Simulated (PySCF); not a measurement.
C₂H₂O₄.

```xyz
8

O     -0.9603    -1.4620     0.0000
C      0.1590    -0.7506     0.0000
O      1.2676    -1.2020     0.0000
C     -0.1590     0.7506     0.0000
O      0.9603     1.4620     0.0000
O     -1.2676     1.2020     0.0000
H     -0.6986    -2.3959     0.0000
H      0.6986     2.3959     0.0000
```

Coordinates come from a PBE0-D3(BJ)/def2-SVP optimisation. The values are those of a single conformer.

The numbers are results of PySCF with KT2/pcSseg-1, not measurements. Non-relativistic, no solvent.

Computed absolute GIAO shielding of each atom: isotropic value and principal components (ppm):
| atom | σ(iso) | σ11 | σ22 | σ33 | span |
|---|---|---|---|---|---|
| O1 | 118.3 | -29.5 | 151.5 | 232.8 | 262.3 |
| C2 | 34.4 | -60.7 | 72.0 | 91.9 | 152.6 |
| O3 | -78.7 | -267.0 | -230.1 | 261.0 | 528.0 |
| C4 | 34.4 | -60.7 | 72.0 | 91.9 | 152.6 |
| O5 | 118.3 | -29.5 | 151.5 | 232.8 | 262.3 |
| O6 | -78.7 | -267.0 | -230.1 | 261.0 | 528.0 |
| H7 | 25.5 | 20.9 | 23.4 | 32.3 | 11.4 |
| H8 | 25.5 | 20.9 | 23.4 | 32.3 | 11.4 |
